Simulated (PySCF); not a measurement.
Species: C3H8O2Si.
Numbering: `[CH2:1]=[CH:2][O:3][CH2:4][O:5][SiH3:6]` (hydrogens: H7, H8 on C1; H9 on C2; H10, H11 on C4; H12, H13, H14 on Si6)

Method: PBE0-D3(BJ)/def2-SVP geometry optimisation, gas phase in PySCF; density fitting, grid level 1; the optimiser is geomeTRIC in internal coordinates, started from a GFN2-xTB structure with every atom displaced at random (about 0.01 Å).

Geometry at step 26:
```
atom  x, y, z in Å
C1     -2.3613   -0.6685    0.2141
C2     -1.4580    0.2142   -0.2066
O3     -0.6098    0.8316    0.6505
C4      0.2737    1.7588    0.0931
O5      1.3258    1.1585   -0.5722
Si6     2.1157   -0.2486   -0.1167
H7     -3.0211   -1.1546   -0.5042
H8     -2.4542   -0.9186    1.2733
H9     -1.3335    0.4776   -1.2652
H10     0.6374    2.3525    0.9480
H11    -0.2566    2.4216   -0.6152
H12     1.2057   -1.4271   -0.2082
H13     2.6462   -0.1366    1.2762
H14     3.2395   -0.3965   -1.0808
```

**Question.** Give the atomic forces at this geometry.

**Answer.** 
| atom | Fx (eV/Å) | Fy (eV/Å) | Fz (eV/Å) |
| --- | --- | --- | --- |
| C1 | -0.039 | -0.023 | -0.050 |
| C2 | -0.035 | -0.103 | 0.015 |
| O3 | 0.004 | 0.073 | 0.016 |
| C4 | 0.105 | -0.024 | 0.193 |
| O5 | -0.054 | 0.045 | -0.232 |
| Si6 | -0.040 | -0.019 | 0.085 |
| H7 | -0.012 | 0.013 | -0.007 |
| H8 | 0.022 | 0.001 | -0.015 |
| H9 | -0.017 | 0.005 | 0.016 |
| H10 | 0.000 | 0.048 | 0.010 |
| H11 | 0.054 | -0.029 | -0.037 |
| H12 | 0.031 | -0.013 | -0.009 |
| H13 | 0.001 | 0.001 | 0.009 |
| H14 | -0.019 | 0.026 | 0.007 |

The largest, 0.24 eV/Å, acts on O5; the rms over all components is 0.060 eV/Å. The forces sum to zero within rounding, as they must for an isolated molecule in no field.

**Question.** Give the force on O5 in Eh/bohr and in nN.

**Answer.** 0.243 eV/Å ÷ 51.422 = 0.00472 Eh/bohr, and 0.243 eV/Å × 1.602 = 0.39 nN.

**Question.** How far is this geometry from the end of the optimisation?

**Answer.** 0.018 eV above it, and 0.168 Å rms away after alignment. The bonds farthest from their final lengths, with half the difference of the two atoms' forces along the bond (positive lengthens):

```tsv
bond	now (Å)	final (Å)	force along bond (eV/Å)
O5–Si6	1.677	1.682	+0.07
C2–O3	1.355	1.357	+0.05
C4–O5	1.382	1.384	+0.03
```

The angle farthest from its final value is C4–O5–Si6, 126.3° against 122.5°.

What follows is the cost of the whole optimisation. On one thread, Arm Neoverse V1 (aarch64), shared host with 32 logical CPUs at a one-minute load of 30, this took 3.6 min of wall time and 0.53 GiB of memory at its peak.
